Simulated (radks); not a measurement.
Question: These are the eigenvalues of the occupied orbitals of an atom or ion with whole-number occupations (eV). All-electron calculation, Dirac Kohn-Sham, PBE, spin-unpolarised, spherical densities, point nucleus. Program: a radial shooting solver on a logarithmic mesh with Libxc functionals.

orbital  eigenvalue
1s1/2     -25355.09
2s1/2     -3766.057
2p1/2     -3502.450
2p3/2     -3327.125
3s1/2     -722.6827
3p1/2     -617.8541
3p3/2     -586.9040
3d3/2     -401.4146
3d5/2     -395.1810
4s1/2     -133.6341
4p1/2     -100.3892
4p3/2      -95.1714
4d3/2      -44.1333
4d5/2      -43.4638

Which element is it, and in what charge state? The configuration may be excited. Open shells, if any, are shared by 2j + 1.

Answer: Z = 47, silver, charge +3: Ag3+ in [Kr] 4d8. The list shows which subshells hold electrons but not how many an open one holds; the 1s level, -931.78 hartree, gives Z - s = 43.2 by -(Z - s)^2/2, which with screening and relativity narrows Z to a few neighbours, and the depths of the outer levels then fix element, charge and occupations together.
